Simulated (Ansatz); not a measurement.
A single point on C₄HfN₄O₄ (`O=C=[N][Hf]([N]=C=O)([N]=C=O)[N]=C=O`).

```yaml
crystal:
  periodic: [false, false, false]
  atoms:
    - {symbol: O, position_ang: [0.438982, -1.854773, 3.951593]}
    - {symbol: C, position_ang: [0.324098, -1.363772, 2.905584]}
    - {symbol: N, position_ang: [0.205298, -0.854672, 1.821137]}
    - {symbol: Hf, position_ang: [0.000040, -0.000335, 0.000748]}
    - {symbol: N, position_ang: [-0.734287, 1.870888, 0.213303]}
    - {symbol: C, position_ang: [-1.169965, 2.986027, 0.339803]}
    - {symbol: O, position_ang: [-1.590296, 4.061592, 0.461816]}
    - {symbol: N, position_ang: [1.801741, 0.082809, -0.911860]}
    - {symbol: C, position_ang: [2.874808, 0.132610, -1.455397]}
    - {symbol: O, position_ang: [3.909644, 0.180738, -1.980017]}
    - {symbol: N, position_ang: [-1.272612, -1.100069, -1.120341]}
    - {symbol: C, position_ang: [-2.028985, -1.754748, -1.790154]}
    - {symbol: O, position_ang: [-2.758467, -2.386315, -2.436206]}
basis:
  gaussian: {orbitals: def2-TZVPP}
hamiltonian: {xc: pbe}
correlation: {method: rpa}
```

```sh
$ ansatz run in.yaml --threads 4 --pin off --events-out ev --progress --plain --max-ram 46080MiB --backend cuda --devices 0, --max-vram 37GiB
```

It prints (some lines left out):

```
Functional definition: PBE
2779 factors; integrals over basis functions are off by at most 1.2e-3 eV
mean field evaluation 1: about -19564.9489 eV, gradient 1.4e2 eV
mean field evaluation 2: about -19564.9337 eV, gradient 1.4e2 eV
mean field evaluation 4: about -19582.0689 eV, gradient 7.9e1 eV
mean field evaluation 8: about -19598.5618 eV, gradient 1.6e0 eV
mean field evaluation 16: about -19598.5657 eV, gradient 1.8e-3 eV
mean field -19598.56569848 eV, -720.2340050342 hartree, gradient 4.2e-6 eV, S^2 0.000000; 0 other end points of the search recorded, 0 dependent functions left out
12 core orbitals not correlated: weight in the atoms' cores, before any rotation towards them, 1.000 or more for the frozen orbitals, at most 0.000 for the correlated occupied ones
reference -19500.53195280 eV, -716.6313313302 hartree; 36, 36 occupied and 380, 380 virtual orbitals, 2779 factors
Total energy: -19603.67759157 eV, -720.4218636402 hartree
```

Run time 4.7 s (4 threads of an AMD EPYC 7R13 on a shared host and a share of an NVIDIA H100 80 GB); peak host memory 1.9 GiB.
